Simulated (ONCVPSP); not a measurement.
# Fe (Z = 26): one change to an ONCV potential, before and after

Fe, optimised norm-conserving Vanderbilt (ONCV), made with ONCVPSP 4.0.1 (LDA (Perdew-Wang 92), scalar-relativistic). Core [Ar], reference 3d6 4s1 (charge +1). Waves: 4s: rc 2.50 bohr, ncon 4, nbas 8, qcut 2.6 1/bohr, 3 projectors, debl 3 Ha; p scattering state at 0.22 Ha: rc 2.15 bohr, ncon 5, nbas 9, qcut 3.5 1/bohr, 2 projectors, debl 0.8 Ha; 3d: rc 1.10 bohr, ncon 3, nbas 7, qcut 17.4 1/bohr, 2 projectors, debl 1.2 Ha. Local part: polynomial inside 1.00 bohr (lpopt 2, dvloc0 0 Ha). Core correction: Teter function, fcfact 5.5, rcfact 1.7.

In the p channel the program set the typed energies aside and used 0.050, 0.850 Ha.

Change: core correction Teter function, parameters optimised by the program.

Cutoffs: the cutoffs (Ha) at which the residual kinetic energy of the hardest occupied pseudo-wave falls to 1 and 0.1 mHa per electron; they do not see the model core or the augmentation charge, which bear on the density cutoff. Errors are all-electron minus pseudo energies relative to the spin-unpolarised reference configuration.

Task: How do hardness, ghosts and transferability respond?

Result: The potential gets neither clearly harder nor softer (90 Ha and 105 Ha → 90 Ha and 105 Ha); of the 4 tests that both files solve, the error grows in 0 and shrinks in 3 by more than 15 % and 0.3 meV (median size 181.1 → 122.3 meV); neither file shows a bound ghost. A model core, the more so a compact one, raises the density cutoff, which this test does not measure.

| quantity | base | changed |
| --- | --- | --- |
| cutoff, loose | 90 Ha | 90 Ha |
| cutoff, tight | 105 Ha | 105 Ha |
| bound ghosts | none | none |
| GHOST(+) flags under 300 eV | p at 52.7 eV, s at 141.8 eV | p at 52.7 eV, s at 141.8 eV |
| error for 3d6 4s2, meV [ΔE -8.97 eV] | -42 | -3.6 |
| error for 3d6 4s0, meV [ΔE 16.49 eV] | -127 | -9.5 |
| error for 3d5 4s0, meV [ΔE 51.02 eV] | -629 | -247 |
| error for 3d5 4s2, meV [ΔE 5.51 eV] | -235 | -235 |
| s: phases at 2.54 bohr within 0.05 rad from the reference energy up to (Ha; the scan ends near 5) | to the end of the scan | to the end of the scan |
| p: phases at 2.19 bohr within 0.05 rad from the reference energy up to (Ha; the scan ends near 5) | 1.9 | 1.9 |
| d: phases at 1.12 bohr within 0.05 rad from the reference energy up to (Ha; the scan ends near 5) | to the end of the scan | to the end of the scan |
| rms error of d²Exc/dni dnj with the model core, mHa | 5.68 | 0.18 |
